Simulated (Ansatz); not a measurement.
FeO₄: single points at one geometry.

```yaml
crystal:
  periodic: [false, false, false]
  atoms:
    - {symbol: Fe, position_ang: [0.000000, -0.000001, -0.000004]}
    - {symbol: O, position_ang: [0.010270, -0.017489, 1.553108]}
    - {symbol: O, position_ang: [1.460954, 0.010188, -0.527335]}
    - {symbol: O, position_ang: [-0.739280, 1.271786, -0.498591]}
    - {symbol: O, position_ang: [-0.731934, -1.264484, -0.527188]}
basis:
  gaussian: {orbitals: def2-TZVP, initial_orbitals: start.molden}
hamiltonian: {xc: hse06, dispersion: d4}
scf: {omitted_lower_state_checks: [starts]}
output: {orbitals: {seedname: orbitals}}
```

The file start.molden holds the orbitals of an earlier run on this structure, at another level or in another basis.

```sh
$ ansatz run in.yaml --threads 4 --pin off --events-out ev --progress --plain --max-ram 3916MiB
```

Shortened log:

```
Functional definition: HSE06
1135 factors; their error is unknown
69 factors; integrals over basis functions are off by at most 2.6e-7 eV
mean field evaluation 1: about -42556.7039 eV, gradient 4.9e-1 eV
mean field evaluation 2: about -42556.7042 eV, gradient 2.7e-4 eV
mean field evaluation 4: about -42556.8498 eV, gradient 1.9e-5 eV
mean field -42556.84977496 eV, -1563.9353831610 hartree, gradient 2.0e-5 eV, S^2 0.000000; 0 other end points of the search recorded, 0 dependent functions left out
reference -42556.84981239 eV, -1563.9353845367 hartree; 29, 29 occupied and 140, 140 virtual orbitals, 1135 factors
Total energy: -42556.93956137 eV, -1563.9386827505 hartree
Checks for a lower state left out: starts
```

Run time 4.3 s (4 threads of AMD EPYC 7571 on a shared host).

First input, but with `hamiltonian: {xc: pbe}`, `correlation: {method: rpa}` and without the key `output` (abridged; 7.5 s):

```
Functional definition: PBE
mean field -42562.56633036 eV, -1564.1454626969 hartree, gradient 2.9e-6 eV, S^2 0.000000
9 core orbitals not correlated: weight in the atoms' cores, before any rotation towards them, 1.000 or more for the frozen orbitals, at most 0.000 for the correlated occupied ones
Total energy: -42552.69472226 eV, -1563.7826877905 hartree
Checks for a lower state left out: starts
```

The first input with `hamiltonian: {xc: lda}` (abridged; 1.5 s):

```
Functional definition: SPW92
mean field -42453.37365548 eV, -1560.1327059087 hartree, gradient 5.8e-6 eV, S^2 0.000000
Total energy: -42453.37369170 eV, -1560.1327072396 hartree
Checks for a lower state left out: starts
```

First input, but with `hamiltonian: {xc: {name: BLYP}, dispersion: d4}` (abridged; 3 s):

```
Functional definition: BLYP
mean field -42578.19844849 eV, -1564.7199324424 hartree, gradient 5.7e-5 eV, S^2 0.000000
Total energy: -42578.46483055 eV, -1564.7297218026 hartree
Checks for a lower state left out: starts
```

The first input with `hamiltonian: {xc: {name: PBE-QIDH}}` and without the key `output` (abridged; 9.5 s):

```
Functional definition: PBE-QIDH
mean field -42528.20403500 eV, -1562.8826716343 hartree, gradient 6.7e-6 eV, S^2 0.000000; unrestricted orbitals would lower it
9 core orbitals not correlated: weight in the atoms' cores, before any rotation towards them, 1.000 or more for the frozen orbitals, at most 0.000 for the correlated occupied ones
second order -82.82207372 eV of doubles, -0.00000000 eV of singles
Total energy: -42555.81140413 eV, -1563.8972237367 hartree
Checks for a lower state left out: starts
```

As the first input, with `gaussian: {orbitals: def2-SVP, initial_orbitals: start.molden}`, `hamiltonian: {xc: pbe, dispersion: d4}` (abridged; 1.4 s):

```
Functional definition: PBE
mean field -42547.57084627 eV, -1563.5943888211 hartree, gradient 6.1e-6 eV, S^2 0.000000
Total energy: -42547.68792378 eV, -1563.5986913402 hartree
Checks for a lower state left out: starts
```

First input, but with `gaussian: {orbitals: def2-TZVPP, initial_orbitals: start.molden}`, `correlation: {method: ccsd_t}` and without the key `hamiltonian` (abridged; 4.1 min):

```
Functional definition: HF
mean field evaluation 16: about -42468.9159 eV, gradient 6.2e1 eV
mean field evaluation 32: about -42478.3208 eV, gradient 4.8e0 eV
mean field evaluation 64: about -42477.1169 eV, gradient 5.6e0 eV
mean field evaluation 96: about -42477.8890 eV, gradient 4.9e-1 eV
mean field evaluation 128: about -42477.8983 eV, gradient 2.0e-1 eV
mean field evaluation 160: about -42471.7206 eV, gradient 4.7e0 eV
mean field -42482.47163457 eV, -1561.2020369171 hartree, gradient 1.4e-6 eV, S^2 0.000000; unrestricted orbitals would lower it
mean field evaluation 192: about -42491.2115 eV, gradient 1.6e0 eV
mean field evaluation 224: about -42480.9342 eV, gradient 2.9e0 eV
mean field evaluation 256: about -42482.7254 eV, gradient 1.8e0 eV
mean field evaluation 288: about -42490.4590 eV, gradient 2.3e0 eV
mean field evaluation 320: about -42492.5149 eV, gradient 1.9e0 eV
mean field evaluation 352: about -42482.2912 eV, gradient 1.0e0 eV
[...]
cycle   4  -52.55763119 eV  change    4.3e-1 eV  update   1.5e-1
cycle   5  -52.59262612 eV  change   -3.5e-2 eV  update   3.8e-2
cycle   6  -52.76555201 eV  change   -1.7e-1 eV  update   2.7e-2
cycle   7  -52.80906850 eV  change   -4.4e-2 eV  update   1.4e-2
cycle   8  -52.79661553 eV  change    1.2e-2 eV  update   8.1e-3
cycle   9  -52.78794660 eV  change    8.7e-3 eV  update   4.7e-3
cycle  10  -52.79769470 eV  change   -9.7e-3 eV  update   2.2e-3
cycle  11  -52.79525294 eV  change    2.4e-3 eV  update   1.0e-3
cycle  12  -52.79796803 eV  change   -2.7e-3 eV  update   4.1e-4
cycle  13  -52.79788450 eV  change    8.4e-5 eV  update   1.1e-4
cycle  14  -52.79842993 eV  change   -5.5e-4 eV  update   4.3e-5
cycle  15  -52.79828395 eV  change    1.5e-4 eV  update   1.2e-5
cycle  16  -52.79828705 eV  change   -3.1e-6 eV  update   5.2e-6
perturbative correction -5.53014795 eV, -0.2032291888 hartree
Total energy: -42540.80006957 eV, -1563.3455673669 hartree
Checks for a lower state left out: starts
```

Geometry: PBE0-D4/def2-SVP.

HSE06 is defined as in plane-wave codes, on full-range PBE exchange. Correlated methods freeze 9 core orbitals; core or outer-core shells of Fe are correlated, in sets that lack core-valence functions. The restricted singlet is unstable towards broken spin symmetry at other levels; at HSE06-D4/def2-TZVP, LDA (SPW92)/def2-TZVP, BLYP-D4/def2-TZVP, PBE-D4/def2-SVP this wasn't settled. At PBE-QIDH/def2-TZVP, CCSD(T)/def2-TZVPP the restricted singlet (for correlated methods, its reference) is unstable: a solution with broken spin symmetry lies lower. At CCSD(T)/def2-TZVPP T1 of the charge 0 singlet is large (up to 0.083), so the single-reference result is doubtful.
